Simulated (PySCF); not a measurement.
Bi(Me)2 (C₂H₆Bi), SMILES [Bi+]([CH3])[CH3] (connectivity only; charge and spin as stated), charge +1, multiplicity 1.

Geometry optimised at B3LYP-D3(BJ)/def2-SVP. The spin state was assumed, not searched. The isomer is the one that the SMILES or the coordinates give; other isomers of the formula were not compared. The def2 effective core potentials stand for the cores of Bi; spin–orbit coupling is left out.

Two levels are set side by side: TDA-PBE/def2-SVPD (PySCF) and TDA-M06-2X/def2-SVPD (PySCF). Vertical, same geometry. The lowest singlet is HOMO→LUMO 100 % with PBE and HOMO→LUMO 99 % with the other functional; states are paired by order. Differences are taken from unrounded values.

```csv
quantity,TDA-M06-2X
lowest singlet excitation (eV),2.29
lowest triplet excitation (TDA) (eV),1.44
first bright state (f over 0.05) (eV),6.91
its oscillator strength,0.13
```

Q: What does TDA-PBE give, and how far is it from TDA-M06-2X? (The exact figures need the calculation; the answer reports its results.)

A: 
```csv
quantity,TDA-PBE,TDA-PBE minus TDA-M06-2X
lowest singlet excitation (eV),2.15,-0.14
lowest triplet excitation (TDA) (eV),1.46,0.02
first bright state (f over 0.05) (eV),6.51,-0.40
its oscillator strength,0.08,-0.05
```

Functionals without exact exchange tend to place singlet excitations lower, as here. Differences between two approximate levels are no errors against the true value.

Rough cost on one machine, each run with all the roots and properties that it gave: TDA-M06-2X against TDA-PBE about 6 times.
